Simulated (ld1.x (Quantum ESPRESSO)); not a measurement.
Debugging a pseudopotential input (Ag (Z = 47), ld1.x (Quantum ESPRESSO) 7.5)

Command:

```bash
ld1.x < Ag.in > Ag.out
```

Input:

```
&input
   title='Ag', zed=47., rel=1, dft='PZ', iswitch=3,
   config='[Kr] 4d10 5s0 5p0',
   nld=3, rlderiv=3.80, eminld=-3.0, emaxld=5.0, deld=0.02
 /
 &inputp
   pseudotype=3, lpaw=.true., tm=.true., lloc=-1, rcloc=2.70,
   nlcc=.true., new_core_ps=.true.,
   which_augfun='PSQ', rmatch_augfun_nc=.true.,
   file_pseudopw='Ag.UPF', file_wfcaegen='ae.wfc', file_wfcncgen='nc.wfc', file_beta='beta', file_chi='chi', file_wfcusgen='us.wfc'
 /
6
5S  1  0   0.00   0.00  1.65  2.25  0.0
5S  1  0   0.00   0.55  1.65  2.25  0.0
5P  2  1   0.00   0.00  3.15  3.50  0.0
5P  2  1   0.00   60.0  3.15  3.50  0.0
4D  3  2  10.00   0.00  1.90  2.20  0.0
4D  3  2   0.00  -0.55  1.90  2.20  0.0
 &test
   configts(1)='4d10 5s0 5p0'
 /
```

Output (end):

```
     Ekin =   11031.893078 Ry,    5515.946539 Ha,  150096.551782 eV
     Encl =  -25656.735184 Ry,  -12828.367592 Ha, -349077.665455 eV
     Eh   =    4291.055310 Ry,    2145.527655 Ha,   58382.781727 eV
     Exc  =    -287.882484 Ry,    -143.941242 Ha,   -3916.840734 eV

     normalization and overlap integrals

     s(1S/1S) =  1.000000  <r> =   0.0311  <r2> =    0.0013  r(max) =   0.0202
     s(2S/2S) =  1.000000  <r> =   0.1351  <r2> =    0.0215  r(max) =   0.1136
     s(2P/2P) =  1.000000  <r> =   0.1177  <r2> =    0.0169  r(max) =   0.0907
     s(3S/3S) =  1.000000  <r> =   0.3692  <r2> =    0.1559  r(max) =   0.3328
     s(3P/3P) =  1.000000  <r> =   0.3681  <r2> =    0.1574  r(max) =   0.3246
     s(4S/4S) =  1.000000  <r> =   0.9117  <r2> =    0.9431  r(max) =   0.8186
     s(4P/4P) =  1.000000  <r> =   1.0009  <r2> =    1.1507  r(max) =   0.8714
     s(3D/3D) =  1.000000  <r> =   0.3461  <r2> =    0.1427  r(max) =   0.2725
     s(4D/4D) =  1.000000  <r> =   1.3893  <r2> =    2.3654  r(max) =   1.0381
     s(5S/5S) =  1.000000  <r> =   2.7763  <r2> =    8.7683  r(max) =   2.3393
     s(5P/5P) =  1.000000  <r> =   3.6083  <r2> =   14.9605  r(max) =   3.0037

     ------------------------ End of All-electron run ------------------------

     --------------------- Generating PAW atomic setup --------------------

      Generating local potential from pseudized AE potential:
      Matching radius rcloc =   2.7000

      Local pseudo, rcloc= 2.718 Estimated cut-off energy=     3.18 Ry

      Computing core charge for nlcc:

       r > 0.79 : true rho core
      Core charge pseudized with two Bessel functions
      Integrated core pseudo-charge :  12.00
      Wfc-us  5S rcutus= 2.225  Estimated cut-off energy=     8.77 Ry
      Wfc-us  5S rcutus= 2.225  Estimated cut-off energy=    10.92 Ry
      Wfc-us  5P rcutus= 3.490  Estimated cut-off energy=     6.33 Ry
     Message from routine find_qi:
     qmax not found

 %%%%%%%%%%%%%%%%%%%%%%%%%%%%%%%%%%%%%%%%%%%%%%%%%%%%%%%%%%%%%%%%%%%%%%%%%%%%%%
     Error in routine compute_phius (1):
     problems with find_qi
 %%%%%%%%%%%%%%%%%%%%%%%%%%%%%%%%%%%%%%%%%%%%%%%%%%%%%%%%%%%%%%%%%%%%%%%%%%%%%%

     stopping ...
```

Q: This input was made by a single change from one that runs to its end. What was changed?

A: The change: energy of the extra wave 5P set to 60.0 Ry. The program stops during the generation: "compute_phius: problems with find_qi". Messages: qmax not found.
